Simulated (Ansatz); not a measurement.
This geometry of CH$_{2}$AlClF (6 atoms, charge -1, multiplicity 1) is a first-order saddle point.

These are results of RKS PBE0/def2-SVP in Ansatz 0.2.0, not measurements.

```xyz
6
Properties=species:S:1:pos:R:3
F 1.721 -1.355 0.415
C 1.081 -0.307 -0.297
Al -0.561 0.432 0.247
Cl -2.721 -0.174 0.183
H 1.178 -0.531 -1.382
H -0.698 1.934 0.835
```

(1) Which two structures does it join? (They come from a converged band through this point; their orientation in space is the band's.)

(2) How far does it lie above each of them?

Results:

(1) No bond is made or broken. The dihedral F1–C2–Al3–Cl4 goes from -180 to 0°.

Image 0:

```xyz
6
Properties=species:S:1:pos:R:3
F 2.114 -0.509 0.349
C 0.836 -0.562 -0.206
Al -0.582 0.511 0.256
Cl -2.509 0.225 -0.772
H 0.813 -1.358 -0.972
H -0.672 1.693 1.344
```

Image 8:

```xyz
6
Properties=species:S:1:pos:R:3
F 1.169 -1.522 -0.986
C 0.912 -0.484 -0.102
Al -0.635 0.460 0.188
Cl -2.552 0.162 -0.845
H 1.833 -0.261 0.470
H -0.727 1.644 1.275
```

(2) 1.02 eV above the first and 1.03 eV above the second. This is the barrier of this one path; another mechanism may lie lower. Limits of this set-up: an anion without diffuse functions.

Run time: 3.2 min on 1 thread of Arm Neoverse V1, with other jobs on the host, peak memory 0.14 GiB.
